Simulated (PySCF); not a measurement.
Working out the ionisation energy of O(2+)

O(2+) [He] 2s2 2p2 (3P) → O(3+) [He] 2s2 2p1 (2P). Computed with PySCF 2.14 in aug-cc-pVTZ-DK, with scalar relativity by spin-free X2C-1e. Frozen: 1s2. Energies in hartree (1 hartree = 27.21139 eV):

```json
{"part": "UHF", "O(2+) (lower)": "-73.153309", "O(3+) (upper)": "-71.147620"}
{"part": "MP2 opposite-spin", "O(2+) (lower)": "-0.062201", "O(3+) (upper)": "-0.057515"}
{"part": "MP2 same-spin", "O(2+) (lower)": "-0.013094", "O(3+) (upper)": "-0.003754"}
```

**Question.** What does Hartree-Fock give?

**Answer.** (-71.147620) − (-73.153309) = 2.005689 hartree = 54.578 eV.

**Question.** What do MP2 and SCS-MP2 (6/5 opposite-spin, 1/3 same-spin) give?

**Answer.** The opposite-spin parts differ by 0.128 eV and the same-spin parts by 0.254 eV. MP2: 54.578 + (0.128) + (0.254) = 54.960 eV. SCS-MP2: 54.578 + 1.2 × (0.128) + (0.254)/3 = 54.816 eV.

A first-order spin-orbit estimate adds -0.005 eV to MP2 (valence), giving 54.955 eV against 54.936 eV (semi-empirical (NIST evaluation); NIST Atomic Spectra Database, ionization energies).

What remains against the reference includes basis incompleteness, the frozen core and correlation beyond second order.
